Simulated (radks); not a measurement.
Excited configurations of neutral scandium: one electron is placed in a higher orbital outside [Ar] 3d1 4s1. The ground configuration is [Ar] 3d1 4s2. All-electron calculation, scalar-relativistic Kohn-Sham, PBE, spin-unpolarised, spherical densities, point nucleus. Program: a radial shooting solver on a logarithmic mesh with Libxc functionals. Excitation = E - E(ground); binding = E(ion) - E, where the ion is the core of charge +1; n* = 1/sqrt(2 binding) in atomic units, and the quantum defect is n - n*.

| outer orbital | excitation (eV) | binding (eV) | n* | quantum defect | eigenvalue (eV) | <r> (bohr) |
|---|---|---|---|---|---|---|
| 5p | 5.172 | 1.725 | 2.808 | 2.192 | -0.986 | 11.74 |
| 5f | 6.255 | 0.642 | 4.604 | 0.396 | -0.367 | 28.77 |
| 6s | 5.645 | 1.252 | 3.296 | 2.704 | -0.772 | 17.66 |
| 6f | 6.430 | 0.467 | 5.398 | 0.602 | -0.288 | 43.03 |
| 7d | 6.417 | 0.480 | 5.322 | 1.678 | -0.313 | 44.84 |
| 7f | 6.543 | 0.354 | 6.204 | 0.796 | -0.231 | 60.16 |

Estimate the row for 4f.

Answer. excitation (eV) 5.976; binding (eV) 0.921; n* 3.843; quantum defect 0.157; eigenvalue (eV) -0.431; <r> (bohr) 17.03. The Delta-SCF ionisation energy is 6.897 eV (NIST Atomic Spectra Database: 6.561 eV, measured). Self-interaction in the functional shifts the binding energies and quantum defects, so they are the method's values and not measured ones. Spin polarisation and multiplet splitting are left out, so open shells lie too high by an amount that depends on their filling.

Beside tabulated values, note that spin-unpolarised runs miss the spin-polarisation part of the exchange energy of open shells.
